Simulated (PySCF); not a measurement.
## Spinor energies of Ta⁶⁹⁺ (tantalum, charge +69)

Start: [He] 2s2. Calculated with PySCF 2.14 in an uncontracted even-tempered set (16 s from 14 bohr⁻², ratio 2.6; 13 p from 18 bohr⁻², ratio 2.6; 7 d from 18 bohr⁻², ratio 2.8; 4 f from 340 bohr⁻², ratio 2.8): generalised Hartree-Fock with the X2C-1e Hamiltonian and a Gaussian nucleus; spin-orbit coupling (SO) screened by Boettger's factors.

| spinor shell | electrons | ε, screened SO (eV) | weight of nominal j (screened SO) | rms radius, screened SO (bohr) |
| --- | --- | --- | --- | --- |
| 1s1/2 | 2 | -76146.4 | 1.000 | 0.0210 |
| 2s1/2 | 2 | -18781.9 | 1.000 | 0.0816 |

```tsv
quantity	screened SO
E (hartree)	-7109.09702
M_J	0
⟨J²⟩	0.000
⟨L²⟩	0.000
⟨S²⟩	0.000
```

Breit and QED terms are absent; they matter most for the inner s and p1/2 levels.

Densities and radii are taken from the X2C orbitals without a picture-change correction, which distorts them close to the nucleus.
